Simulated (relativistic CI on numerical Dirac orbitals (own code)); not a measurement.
**Radial parameters of V XVIII**

These numbers are calculated, not measured: Dirac-Coulomb-Breit CI, orbitals from a KLI potential per configuration, QED by a radiative potential, unscaled Slater integrals (own radial code, finite nucleus).

Slater integrals F^k, G^k are unscaled and averaged over j, outside the closed core 1s2; ζ comes from projecting the Hamiltonian with its Breit term on Σ l·s of the shell.

- 2s²2p²: F^2(2p,2p) = 387160, ζ(2p) = 44584 cm⁻¹; <r>(2p) = 0.2463, <r^2>(2p) = 0.07345 (bohr units).
- 2s2p³: F^2(2p,2p) = 385970, G^1(2s,2p) = 419620, ζ(2p) = 44082 cm⁻¹; <r>(2s) = 0.285, <r^2>(2s) = 0.09515, <r>(2p) = 0.247, <r^2>(2p) = 0.07389 (bohr units).
- 2p⁴: F^2(2p,2p) = 384100, ζ(2p) = 43604 cm⁻¹; <r>(2p) = 0.2481, <r^2>(2p) = 0.07458 (bohr units).

Averages of the first 10 configurations, taken without configuration mixing, which lowers the lowest level and can move excited configurations by several eV; other configurations of the list can lie among them:

| Configuration | Parity | States | Average energy above the lowest level (eV) |
| --- | --- | --- | --- |
| 2s²2p² | even | 15 | 15.5 |
| 2s2p³ | odd | 40 | 88.5 |
| 2p⁴ | even | 15 | 178.0 |
| 2p³3s | odd | 40 | 862.3 |
| 2p³3p | even | 120 | 883.3 |
| 2p³3d | odd | 200 | 905.4 |
| 2s²2p3s | odd | 12 | 721.7 |
| 2s²2p3p | even | 36 | 745.1 |
| 2s²2p3d | odd | 60 | 767.6 |
| 2s2p²3s | even | 60 | 783.5 |
